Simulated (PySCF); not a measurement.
Numbering as in the mapped SMILES `[CH3:1][AlH:2][CH:3]1[CH2:4][CH2:5]1` (H(Xn): hydrogen on atom n). Ha(C4), Ha(C5) are cis to Al2 on the ring; Hb(C4), Hb(C5) are trans to Al2 on the ring.

Geometry: PBE0-D3(BJ)/def2-SVP; GIAO shifts from PySCF 2.14, gas phase, non-relativistic, averaged over equivalent atoms.

At PBE0/6-31G* (92 basis functions, 7.6 s wall time on 1 thread of an Intel Xeon Platinum 8488C, shared host):
| atoms | δ (ppm) |
| --- | --- |
| C4/C5 | 3.1 |
| C3 | -0.9 |
| C1 | -3.9 |
| Al2 | 208.5 |
| H(Al2) | 5.55 |
| Hb(C4)/Hb(C5) | 0.76 |
| Ha(C4)/Ha(C5) | 0.64 |
| H(C1) | -0.18 |
| H(C3) | -0.62 |

References, each an isolated molecule treated in the same way: TMS for $^{13}$C (σref 194.14) and $^{1}$H (σref 31.96); $^{27}$Al (σref 535.77) against AlH4-.

**Question.** Predict the values at OPBE/pcSseg-1 on the same geometry.

**Answer.** 
```
        atoms  δ at OPBE/pcSseg-1  change
        C4/C5                 3.9    +0.8
           C3                -3.1    -2.2
           C1                -7.5    -3.6
          Al2               206.3    -2.2
       H(Al2)                4.67   -0.88
Hb(C4)/Hb(C5)                0.74   -0.02
Ha(C4)/Ha(C5)                0.46   -0.18
        H(C1)               -0.08   +0.10
        H(C3)               -0.64   -0.02
```

δ = σ(ref) − σ, references computed at the same level: $^{13}$C (σref 185.13), $^{1}$H (σref 31.23) against TMS; AlH4- for $^{27}$Al (σref 495.90).

The largest change is at C1 (methyl carbon bonded to Al). Cost: 137 basis functions, 17 s wall time on 1 thread of an Arm Neoverse V1, shared host. The order of the carbon signals is the same at both levels.
